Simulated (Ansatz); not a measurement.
Input (CCSDT(Q)/def2-SVP; Ansatz, a first-principles code):

Ansatz 0.2 input:
```yaml
crystal:
  periodic: [false, false, false]
  atoms:
    - {symbol: Be, position_ang: [0.94187932, 1.20709006, 0.96140173]}
    - {symbol: C, position_ang: [0.52180701, -0.21345987, 0.14417471]}
    - {symbol: C, position_ang: [-0.87048152, -0.23516090, -0.50085464]}
    - {symbol: H, position_ang: [0.64627835, -0.99585255, 0.90303181]}
    - {symbol: H, position_ang: [1.32759103, -0.33857932, -0.58968685]}
    - {symbol: H, position_ang: [-0.98560783, 0.53178578, -1.26455901]}
    - {symbol: H, position_ang: [-1.66842524, -0.12693909, 0.23145644]}
    - {symbol: H, position_ang: [-0.99530653, -1.20705039, -0.98576973]}
basis:
  gaussian:
    orbitals: def2-SVP
total_charge: 1
magnetization: {spin_polarized: false}
correlation: {method: ccsdt_q, electrons: outside_noble_gas}
```

Output:

```
Functional definition: HF
integrals: 0.05 GiB planned
1256 factors; integrals over basis functions are off by at most 1.8e-7 eV
mean field: 0.16 GiB planned
mean field evaluation 1: about -2522.0432 eV, gradient 4.5e1 eV
mean field evaluation 2: about -2522.0450 eV, gradient 4.5e1 eV
mean field evaluation 4: about -2527.2763 eV, gradient 2.8e0 eV
mean field evaluation 8: about -2527.3118 eV, gradient 8.4e-4 eV
mean field evaluation 16: about -2527.3113 eV, gradient 2.0e-1 eV
mean field -2527.31180870 eV, -92.8769958962 hartree, gradient 1.1e-6 eV, S^2 0.000000; 0 other end points of the search recorded, 0 dependent functions left out
3 core orbitals not correlated
reference -2527.31180870 eV, -92.8769958962 hartree; 7, 7 occupied and 52, 52 virtual orbitals, 1256 factors
second order -8.35785041 eV of doubles, -0.00000000 eV of singles
coupled cluster: 0.84 GiB planned
cycle   1  -8.95757662 eV  change   -6.0e-1 eV  update   7.9e-2
cycle   2  -9.38746149 eV  change   -4.3e-1 eV  update   3.5e-2
cycle   3  -9.57026902 eV  change   -1.8e-1 eV  update   2.1e-2
cycle   4  -9.55765106 eV  change    1.3e-2 eV  update   1.0e-2
cycle   5  -9.54590233 eV  change    1.2e-2 eV  update   7.6e-3
cycle   6  -9.54957542 eV  change   -3.7e-3 eV  update   3.7e-3
cycle   7  -9.55297193 eV  change   -3.4e-3 eV  update   1.5e-3
cycle   8  -9.55245927 eV  change    5.1e-4 eV  update   6.1e-4
cycle   9  -9.55227327 eV  change    1.9e-4 eV  update   2.8e-4
cycle  10  -9.55261170 eV  change   -3.4e-4 eV  update   1.1e-4
cycle  11  -9.55241864 eV  change    1.9e-4 eV  update   5.5e-5
cycle  12  -9.55243388 eV  change   -1.5e-5 eV  update   2.1e-5
cycle  13  -9.55242489 eV  change    9.0e-6 eV  update   1.0e-5
cycle  14  -9.55242792 eV  change   -3.0e-6 eV  update   4.3e-6
cycle  15  -9.55242894 eV  change   -1.0e-6 eV  update   2.1e-6
cycle  16  -9.55242953 eV  change   -5.8e-7 eV  update   1.1e-6
perturbative correction -0.01459823 eV, -0.0005364749 hartree
Total energy: -2536.87883645 eV, -93.2285776813 hartree
```
